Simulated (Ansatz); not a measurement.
Basis-set extrapolation for BH7SSi2 (`[SiH3][SiH2]BS`) (PBE0-D4/def2-TZVP geometry, frozen core, Ansatz 0.2.0). Multiplicity 1, RHF reference.

```tsv
	def2-TZVPP	def2-QZVPP
HF	-1004.205707	-1004.235695
MP2 correlation	-0.533973	-0.574170
CCSD(T) correlation	-0.631706	not run
```

Energies in hartree. Use E(X) = E(∞) + A·exp(−7.88·√X) for Hartree–Fock and E(X) = E(∞) + B·X^(−2.97) for correlation, with X = 3 and 4, and add CCSD(T) minus MP2 of the smaller set to the MP2 limit.

What is the CCSD(T) energy at the basis-set limit?

HF limit: -1004.235695 + (-0.029988) × 0.13774 = -1004.23983. MP2 limit: -0.574170 + (-0.040197) × 0.74074 = -0.60395. Higher-order term: -0.631706 − (-0.533973) = -0.09773. Total: -1004.94151 hartree, 65.3 kcal/mol below CCSD(T)/def2-TZVPP.
